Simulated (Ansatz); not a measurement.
The multiplicity is imposed and other spin states were not computed.

Species: [Cd(NH2)(OCH3)] (charge 0, multiplicity 1).

Q: Give a relaxed geometry from Ansatz (a first-principles code) with PBE-D3(BJ)/def2-SVP.

A: Several could match; the one computed here: the end point of this relaxation, one of several conformers.
Cartesian coordinates (Å) in one orientation:
```xyz
9

Cd     0.246     0.119     0.044
N     -0.060    -0.176     2.020
H      0.789     0.069     2.552
H     -0.214    -1.178     2.209
O      0.490     0.453    -1.901
C     -0.352     1.334    -2.603
H     -1.431     1.036    -2.606
H     -0.032     1.355    -3.672
H     -0.312     2.393    -2.243
```
